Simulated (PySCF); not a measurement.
## Electric field gradients and quadrupole coupling constants

C3H10F3NSi2.
Z-matrix (Å and degrees, GFN2-xTB geometry), rows numbered from 1:
```
C 
N   1  1.4420
C   2  1.4419  1  111.63
Si  2  1.7205  1  120.09  3   156.84
Si  4  2.3122  2  106.03  1   165.14
C   5  1.9418  4  104.00  2  -170.79
F   6  1.3463  5  113.96  4  -176.12
F   6  1.3522  5  112.52  4    63.17
F   6  1.3535  5  112.15  4   -55.76
H   1  1.0931  2  109.87  3    57.22
H   1  1.0857  2  109.73  3   176.86
H   1  1.0959  2  111.69  3   -62.79
H   3  1.0879  2  110.39  1  -177.41
H   3  1.0965  2  111.59  1    61.72
H   3  1.0939  2  109.63  1   -57.76
H   4  1.4823  2  115.47  1   -71.56
H   4  1.4692  2  104.13  1    44.90
H   5  1.4699  4  120.06  2    77.96
H   5  1.4672  4  121.48  2   -57.92
```

Field gradients from the PBE0/pcSseg-1 density (PySCF, non-relativistic), principal values in atomic units, ordered |Vxx| ≤ |Vyy| ≤ |Vzz|:

```
atom     Vxx     Vyy      Vzz
  N2  0.3896  0.7469  -1.1365
```

**Question.** Find the asymmetry η = (Vxx − Vyy)/Vzz and the couplings χ = eQV/h (234.96 MHz × Q in barn × V in au), with Q(14N) = 0.02044 b.

**Answer.** 
```tsv
atom	environment	nucleus	η	χzz (MHz)	χxx (MHz)	χyy (MHz)
N2	silicon-bound nitrogen	14N	0.31	-5.46	1.87	3.59
```

The tensor is traceless: Vxx + Vyy + Vzz = 0.

**Question.** What is Vzz at N2 in SI units (1 au = 9.71736 × 10²¹ V/m²)?

**Answer.** -1.1365 au = -11.044 × 10²¹ V/m².

**Question.** What couplings would deuterons (Q(2H) = 0.00286 b) have in place of the hydrogens, at this geometry?

**Answer.** 
| atom | bonded to | bond length (Å) | Vzz (au) | η | χzz (kHz) |
| --- | --- | --- | --- | --- | --- |
| H10 | C1 | 1.093 | 0.3001 | 0.06 | 202 |
| H11 | C1 | 1.086 | 0.3121 | 0.08 | 210 |
| H12 | C1 | 1.096 | 0.2946 | 0.05 | 198 |
| H13 | C3 | 1.088 | 0.3125 | 0.09 | 210 |
| H14 | C3 | 1.096 | 0.2930 | 0.05 | 197 |
| H15 | C3 | 1.094 | 0.2979 | 0.06 | 200 |
| H16 | Si4 | 1.482 | 0.1466 | 0.02 | 98 |
| H17 | Si4 | 1.469 | 0.1567 | 0.05 | 105 |
| H18 | Si5 | 1.470 | 0.1575 | 0.03 | 106 |
| H19 | Si5 | 1.467 | 0.1597 | 0.03 | 107 |

One conformer (not necessarily the lowest) at the GFN2-xTB geometry, without solvent, vibrations or thermal averaging. GFN2-xTB bond lengths can be off by several hundredths of an ångström, more for odd bonds, and the gradients follow them. With a basis this small, the couplings can be 20 % off.

The run behind these numbers computed NMR shieldings as well. The run took 47 s wall on one thread, Arm Neoverse V1 (aarch64), shared host with 32 logical CPUs at a one-minute load of 25, and the process peaked at 0.95 GiB of memory.
